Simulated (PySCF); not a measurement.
Computed with PBE-D3(BJ)/def2-TZVP // r2SCAN-D4/def2-TZVP run with PySCF 2.14.0. Gas-phase values, no solvent. One relaxed conformer stands for a flexible species; it need not be the lowest. Excitations are Tamm–Dancoff values on a coarser integration grid. The basis has no diffuse functions, so Rydberg states are missing or too high.

Reference species (SMILES): `[SH][Ga]([Cl])[Cl]` (H–S–Ga–Cl torsion 180°) (neutral, multiplicity 1).

```json
{
  "LUMO": "-2.49 eV",
  "S1 excitation (TDA)": "4.75 eV",
  "S1 oscillator strength": "0.007",
  "S1–T1 gap (TDA)": "0.34 eV"
}
```

Changed species: `[Cl][Ga]([Cl])[Cl]` (0 of 3 Cl replaced by SH; the reference has 1 of 3 Cl replaced by SH).

Q: Give the shifts of the LUMO, S1 excitation (TDA), S1 oscillator strength and S1–T1 gap (TDA).

A: the LUMO decreases by 0.39 eV, to -2.88 eV; the S1 excitation (TDA) goes up by 0.54 eV, to 5.29 eV; the S1 oscillator strength stays essentially unchanged; the S1–T1 gap (TDA) falls by 0.02 eV, to 0.32 eV.
